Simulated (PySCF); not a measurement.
CH4FNOSi2.

```xyz
10

F     -0.5430     2.1897    -0.5244
Si    -0.4752     0.9111     0.4782
N     -1.4574    -0.4011    -0.1238
C     -0.8378    -1.4587    -0.4779
O      0.4950    -1.6854    -0.4099
Si     1.4629    -0.3917     0.2450
H     -0.9148     1.3824     1.8142
H     -1.3583    -2.3368    -0.8970
H      2.1154    -0.9292     1.4712
H      2.4864    -0.0531    -0.7807
```
Charge 0, spin multiplicity 1.

Geometry optimised at r2SCAN-D4/def2-SVP. The structure was generated by enumeration; whether it is a known compound was not checked.

All values below come from PySCF with PBE/pcSseg-1. Non-relativistic, no solvent.

Computed absolute GIAO shielding of each atom: isotropic value and principal components (ppm):
| atom | σ(iso) | σ11 | σ22 | σ33 | span |
|---|---|---|---|---|---|
| F1 | 350.6 | 288.9 | 355.2 | 407.7 | 118.8 |
| Si2 | 319.2 | 271.0 | 323.6 | 362.9 | 91.8 |
| N3 | -0.7 | -120.2 | -108.0 | 226.2 | 346.4 |
| C4 | 11.7 | -78.4 | 43.7 | 69.9 | 148.3 |
| O5 | 109.8 | -39.5 | 140.7 | 228.2 | 267.7 |
| Si6 | 376.5 | 319.3 | 360.9 | 449.4 | 130.1 |
| H7 | 25.2 | 22.0 | 23.4 | 30.3 | 8.3 |
| H8 | 23.6 | 18.8 | 24.5 | 27.5 | 8.7 |
| H9 | 26.7 | 23.1 | 25.0 | 32.1 | 9.0 |
| H10 | 26.4 | 23.2 | 24.6 | 31.5 | 8.3 |
